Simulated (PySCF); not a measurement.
# Xenon: a sound run and one with changed settings

Sound run: Xe [Xe], Xe+ [Kr] 4d10 5s2 5p5. Computed with PySCF 2.14 in def2-TZVP with the def2 core potential (28 electrons), with scalar relativity through the core potential. The sound run starts from symmetry-adapted Hartree-Fock orbitals and uses a fine grid where one is needed.

Changed run: 26 angular points. This setting is unsound on purpose.

```json
{"species": "Xe", "method": "UHF", "sound run (hartree)": "-328.29839", "changed run (hartree)": "-328.29839", "converged": "yes"}
{"species": "Xe", "method": "M06-L", "sound run (hartree)": "-329.53117", "changed run (hartree)": "-329.53117", "converged": "yes"}
{"species": "Xe", "method": "MN15", "sound run (hartree)": "-328.55681", "changed run (hartree)": "-328.55681", "converged": "yes"}
{"species": "Xe+", "method": "UHF", "sound run (hartree)": "-327.87704", "changed run (hartree)": "-327.87704", "converged": "yes"}
{"species": "Xe+", "method": "M06-L", "sound run (hartree)": "-329.08753", "changed run (hartree)": "-329.08933", "converged": "yes"}
{"species": "Xe+", "method": "MN15", "sound run (hartree)": "-328.10949", "changed run (hartree)": "-328.10950", "converged": "yes"}
```

Ionisation energy of Xe:

```json
{"method": "UHF", "sound run (eV)": "11.466", "changed run (eV)": "11.466"}
{"method": "M06-L", "sound run (eV)": "12.072", "changed run (eV)": "12.023"}
{"method": "MN15", "sound run (eV)": "12.172", "changed run (eV)": "12.172"}
```

A coarse angular grid integrates products of high-l functions wrongly, so density functionals can shift, and the SCF can exploit the error; Hartree-Fock and MP2 need no grid.

For comparison, NIST gives 12.130 eV between the lowest levels.
